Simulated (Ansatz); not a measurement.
`[CH3][Ga-]([CH3])([CH3])[PH3+]`, charge 0, multiplicity 1.

**Question.** Give a relaxed structure at PBE0-D4/def2-TZVP (the Gaussian-basis code of Ansatz). (An estimate is asked.)

**Answer.** The calculation gave: 
Z-matrix (Å, degrees):
```
C
Ga 1 1.992
H 1 1.093 2 112.3
H 1 1.095 2 109.3 3 -118.8
H 1 1.093 2 112.3 3 122.4
C 2 1.992 1 118.5 3 -163.0
C 2 1.992 1 118.5 3 41.3
P 2 2.653 1 97.2 3 -61.0
H 6 1.093 2 112.3 1 163.8
H 6 1.093 2 112.3 1 41.4
H 6 1.095 2 109.3 1 -77.4
H 7 1.093 2 112.3 1 -163.0
H 7 1.095 2 109.3 1 78.2
H 7 1.093 2 112.3 1 -40.6
H 8 1.413 2 120.2 1 0.3
H 8 1.413 2 120.3 1 120.6
H 8 1.412 2 119.8 1 -119.5
```
Point group C3v.
This is one stationary point; other conformers may exist.
